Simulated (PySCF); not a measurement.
# Hartree-Fock beside MP2: BCl2GeH2 cation

These are calculations, not measurements. They come from PySCF 2.14.0, an open-source quantum chemistry program, on an isolated molecule that a program drew, which may never have been made. The molecule is BCl2GeH2 cation (charge +1, singlet), drawn as the SMILES string `[BH2][Ge+]([Cl])[Cl]`.

The geometry was optimised and harmonic frequencies were computed with HF and MP2, all in the cc-pV(D+d)Z basis, for the commonest isotopes, with a restricted reference for singlets and an unrestricted one otherwise, and a frozen core in MP2. Germanium has the cc-pVDZ-PP basis, with a core potential (ECP10MDF) in place of its 10 inner electrons, and its 3s, 3p and 3d shells are frozen in MP2. Each result is a local minimum of its method.

Geometry at the HF minimum:
```xyz
6
BCl2GeH2 cation, angstrom
B     0.5761   -0.9269   -0.7652
Ge   -0.7523    0.6639   -0.3397
Cl   -2.3642    1.1529   -1.5420
Cl   -0.5723    1.8876    1.3195
H     0.2732   -1.9764   -0.3062
H     1.5151   -0.6398   -1.4283
```

Lengths of the bonds as drawn, in Å (atoms numbered as above):
| bond | HF | MP2 |
|---|---|---|
| B1-Ge2 | 2.116 | 2.105 |
| Ge2-Cl3 | 2.070 | 2.078 |
| Ge2-Cl4 | 2.069 | 2.078 |
| B1-H5 | 1.185 | 1.195 |
| B1-H6 | 1.185 | 1.195 |

Rotational constants, in GHz:
```
constant,HF,MP2
A,3.62,3.667
B,2.395,2.346
C,1.461,1.45
```

Harmonic frequencies in cm^-1, each column in rising order, so a row needn't be the same motion in every method:
```
rank    HF   MP2
   1   119   106
   2   138   133
   3   144   143
   4   166   155
   5   434   434
   6   527   522
   7   553   551
   8   691     ?
   9   945   909
  10  1178  1121
  11  2768  2691
  12  2927  2849
```

**Estimate the missing MP2 frequency from the HF column.**

A single factor s that minimises the squared misfit of MP2 against s times HF over the other rows is sum(HF x MP2) / sum(HF^2) = 0.9716, with an rms misfit of 11 cm^-1. For rank 8 it gives 0.9716 x 691 = 671 cm^-1. The calculation gives 651 cm^-1, 20 cm^-1 below the estimate. The drawn bonds are on average 0.4 % longer in MP2 than in HF.
